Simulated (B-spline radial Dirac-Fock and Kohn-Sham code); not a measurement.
## Kohn-Sham estimates against Dirac-Fock for the levels of Xe²⁵⁺

System: xenon as Xe²⁵⁺, configuration [Ar] 3d10 4s1.

The density-functional columns are spherical, spin-unpolarised Dirac-Kohn-Sham results without Breit or QED terms: −ε is minus the orbital energy of the initial state and ΔSCF the difference of two total energies. The reference in the last column comes from Dirac-Fock energy differences between relaxed states, corrected for Breit and QED terms. All numbers are from a radial finite-basis atomic code, in eV; a selection of levels is shown. The Kohn-Sham columns are given as differences from the reference. For the 1s level of heavy atoms much of the gap between ΔSCF and the reference is the Breit and QED part, -123.5 eV here; for other levels the error of the functional can be larger.

| level | LDA −ε − DF | LDA ΔSCF − DF | Dirac-Fock |
| --- | --- | --- | --- |
| K | -275.2 | +114.7 | 35403.7 |
| L1 | -135.4 | -50.7 | 6274.1 |
| L2 | -104.5 | -2.7 | 5927.7 |
| L3 | -108.2 | -12.4 | 5605.7 |
| M2 | -57.0 | -19.3 | 1770.5 |
| M3 | -56.4 | -19.9 | 1705.6 |
| M4 | -39.2 | +1.0 | 1460.1 |
| M5 | -39.7 | +0.1 | 1446.6 |
| N1 | -12.8 | +4.4 | 856.0 |

For the outermost level NIST gives 857 ± 0.4 eV (semi-empirical); the differences from it are LDA −ε -13.77, LDA ΔSCF +3.39, Dirac-Fock -0.96 eV.

Values without a named source are computed, but for edge energies of neutral atoms, which are taken from tables.
